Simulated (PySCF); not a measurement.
`C=C1[C@@H](OC)[Si@H]1SC`: 4 charge schemes on one density

Species: C5H10OSSi.
Geometry (GFN2-xTB, Å), atoms numbered from 1 in this order:
```
atom  x, y, z in Å
C1    -1.8647   -1.9191    0.3754
C2    -0.7281   -1.4272   -0.0661
C3    -0.2730   -0.2736   -0.9429
O4    -0.3547    1.0314   -0.4281
C5    -1.6731    1.4927   -0.2445
Si6    1.1166   -1.4020   -0.2768
S7     2.3649   -0.6347    1.2711
C8     2.6946    1.0537    0.6556
H9    -1.9004   -2.7977    1.0011
H10   -2.8202   -1.4748    0.1299
H11   -0.6181   -0.3319   -1.9791
H12   -2.2468    1.4192   -1.1758
H13   -1.5957    2.5368    0.0552
H14   -2.1852    0.9254    0.5392
H15    1.7840   -2.3068   -1.1904
H16    3.3324    1.0007   -0.2206
H17    1.7536    1.5380    0.4209
H18    3.2053    1.5763    1.4576
```

Density: PBE0/pcSseg-1 (PySCF); schemes: Mulliken, IAO, Hirshfeld and ESP-fitted. Geometry: GFN2-xTB, one conformer, isolated molecule.

Do the Mulliken, IAO, Hirshfeld and ESP-fitted schemes agree on where the charge is lowest?

The schemes don't all agree: Mulliken O4 (-0.499); IAO C8 (-0.493); Hirshfeld O4 (-0.125); ESP-fitted C1 (-0.419).

For which atoms does the sign change between the 4 schemes (beyond +0.03 e in one, beyond −0.03 e in another)?

For none.

Which atoms carry the highest charge in the Mulliken, IAO, Hirshfeld and ESP-fitted schemes?

All schemes agree: Mulliken Si6 (+0.656); IAO Si6 (+0.703); Hirshfeld Si6 (+0.289); ESP-fitted Si6 (+0.350).

What partial charge does each atom carry?

In e:

| atom | environment | Mulliken | IAO | Hirshfeld | ESP-fitted |
| --- | --- | --- | --- | --- | --- |
| C1 | terminal =CH2 carbon | -0.058 | -0.270 | -0.078 | -0.419 |
| C2 | fully substituted alkene carbon | -0.414 | -0.265 | -0.108 | +0.013 |
| C3 | sp3 carbon bound to oxygen | -0.119 | -0.175 | -0.056 | -0.321 |
| O4 | ether oxygen | -0.499 | -0.380 | -0.125 | -0.121 |
| C5 | methoxy carbon | -0.018 | -0.200 | -0.041 | -0.232 |
| Si6 | SiH silicon | +0.656 | +0.703 | +0.289 | +0.350 |
| S7 | sulfur bonded to C and Si | -0.281 | -0.155 | -0.088 | -0.237 |
| C8 | S-methyl carbon | -0.405 | -0.493 | -0.116 | -0.320 |
| H9 | vinylic hydrogen | +0.130 | +0.159 | +0.051 | +0.173 |
| H10 | vinylic hydrogen | +0.117 | +0.146 | +0.048 | +0.196 |
| H11 | methine hydrogen | +0.131 | +0.133 | +0.034 | +0.179 |
| H12 | methyl hydrogen | +0.085 | +0.121 | +0.036 | +0.109 |
| H13 | methyl hydrogen | +0.120 | +0.157 | +0.051 | +0.120 |
| H14 | methyl hydrogen | +0.103 | +0.129 | +0.034 | +0.129 |
| H15 | Si–H hydrogen | -0.045 | -0.108 | -0.063 | -0.042 |
| H16 | methyl hydrogen | +0.150 | +0.155 | +0.044 | +0.133 |
| H17 | methyl hydrogen | +0.194 | +0.177 | +0.035 | +0.100 |
| H18 | methyl hydrogen | +0.154 | +0.167 | +0.052 | +0.188 |

Mean size of the charges over all atoms: IAO 0.227 e, Mulliken 0.204 e, ESP-fitted 0.188 e, Hirshfeld 0.075 e. Each set sums to the total charge, 0, to within 0.001 e. The ESP scheme is a least-squares fit of atom-centred charges to the potential on four shells outside the van der Waals surface, with the total charge fixed.

How closely do the schemes follow one another over all atoms?

Correlation coefficient and root-mean-square difference: IAO with Hirshfeld 0.97, 0.181 e; Mulliken with Hirshfeld 0.95, 0.178 e; Mulliken with IAO 0.94, 0.092 e; IAO with ESP-fitted 0.85, 0.143 e; Hirshfeld with ESP-fitted 0.79, 0.151 e; Mulliken with ESP-fitted 0.70, 0.192 e.

How many electrons does the ESP-fitted scheme count on S7?

Z − q = 16 − (-0.237) = 16.237.
